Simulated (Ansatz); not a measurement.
AuF$_{3}$H$_{6}$NPSi$_{2}$ (`F[P+](F)(F)[Au-][N]([SiH3])[SiH3]`). The species carries charge 0 and has multiplicity 1. Correlated methods include outer-core shells of Au, which these sets cover unevenly. Au takes the def2 core potential.

```json
{"atom": "F1", "x (Å)": "-0.180", "y (Å)": "-3.166", "z (Å)": "-2.784"}
{"atom": "P2", "x (Å)": "-1.102", "y (Å)": "-2.043", "z (Å)": "-2.258"}
{"atom": "F3", "x (Å)": "-2.348", "y (Å)": "-2.884", "z (Å)": "-1.905"}
{"atom": "F4", "x (Å)": "-1.563", "y (Å)": "-1.434", "z (Å)": "-3.599"}
{"atom": "Au5", "x (Å)": "-0.328", "y (Å)": "-0.681", "z (Å)": "-0.748"}
{"atom": "N6", "x (Å)": "0.393", "y (Å)": "0.564", "z (Å)": "0.628"}
{"atom": "Si7", "x (Å)": "0.621", "y (Å)": "2.205", "z (Å)": "0.167"}
{"atom": "Si8", "x (Å)": "0.557", "y (Å)": "-0.039", "z (Å)": "2.230"}
{"atom": "H9", "x (Å)": "1.278", "y (Å)": "2.298", "z (Å)": "-1.168"}
{"atom": "H10", "x (Å)": "1.479", "y (Å)": "2.891", "z (Å)": "1.174"}
{"atom": "H11", "x (Å)": "-0.657", "y (Å)": "2.970", "z (Å)": "0.064"}
{"atom": "H12", "x (Å)": "1.187", "y (Å)": "-1.390", "z (Å)": "2.230"}
{"atom": "H13", "x (Å)": "-0.747", "y (Å)": "-0.181", "z (Å)": "2.942"}
{"atom": "H14", "x (Å)": "1.409", "y (Å)": "0.888", "z (Å)": "3.026"}
```

(1) Give the diagnostics of a CCSD(T)/def2-TZVPP run (frozen core, Ansatz). (An estimate is asked.)

Results:

(1) Computed: T1 = 0.0145, largest single amplitude 0.032, largest double 0.014, (T) share of the correlation energy 3.6 %, 12 CCSD cycles. The RHF solution is stable towards an unrestricted one. T1 lies under the customary mark of 0.02 for closed shells.
